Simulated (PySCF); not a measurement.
## Spinor energies of Pm²⁺ (promethium, charge +2)

Start: [Xe] 4f5; 4f5/2 filled at m_j = -3/2, -1/2, +1/2, +3/2, +5/2. Calculated with PySCF 2.14 in x2c-TZVPall-2c: generalised Hartree-Fock with the X2C-1e Hamiltonian and a Gaussian nucleus; one run each with spin-orbit coupling (SO) switched off, then screened by Boettger's factors.

```tsv
spinor shell	electrons	ε, spin-free (eV)	ε, screened SO (eV)	weight of nominal j (screened SO)	rms radius, screened SO (bohr)
1s1/2	2	-45419.9	-45412.7	1.000	0.0264
2s1/2	2	-7510.2	-7507.9	1.000	0.107
2p1/2	2	-6701.9	-7095.3	1.000	0.0918
2p3/2	4	-6701.9	-6530.9	1.000	0.0979
3s1/2	2	-1695.4	-1694.6	1.000	0.277
3p1/2	2	-1436.1	-1517.1	1.000	0.269
3p3/2	4	-1436.1	-1400.4	1.000	0.282
3d3/2	4	-1080.2	-1095.3	0.996	0.254
3d5/2	6	-1080.2	-1069.4	0.997	0.257
4s1/2	2	-368.13	-367.89	1.000	0.630
4p1/2	2	-280.41	-299.57	0.976	0.651
4p3/2	4	-280.41	-271.80	0.988	0.678
4d3/2	4	-153.28	-160.88	0.713	0.742
4d5/2	6	-153.28	-148.00	0.809	0.746
5s1/2	2	-64.525	-64.485	1.000	1.56
5p1/2	2	-41.010	-44.112	0.919	1.74
5p3/2	4	-41.010	-39.610	0.959	1.85
4f5/2	5	-25.573	-25.561	0.629	1.10
```

```csv
quantity,spin-free,screened SO
E (hartree),-10013.20881,-10018.57148
M_J,5/2,5/2
⟨J²⟩,13.767,13.170
⟨L²⟩,30.011,29.871
⟨S²⟩,8.756,8.711
```

The determinant has a definite M_J but mixes levels of different J.

Each row is a mean over spinors that exchange with the open shell spreads, by up to 8.555 eV (4d3/2).

Rows whose weight is well below 1 are mixtures of j = l ± 1/2: exchange outweighs spin-orbit coupling there, and the label is only the starting occupation.

Breit and QED terms are absent; they matter most for the inner s and p1/2 levels.

Densities and radii are taken from the X2C orbitals without a picture-change correction, which distorts them close to the nucleus.

Without spin-orbit coupling the j labels of p, d and f shells carry no meaning; the spin-free column gives the mean over the occupied spinors of each nl shell, and its ⟨J²⟩ belongs to a mixture of degenerate components.
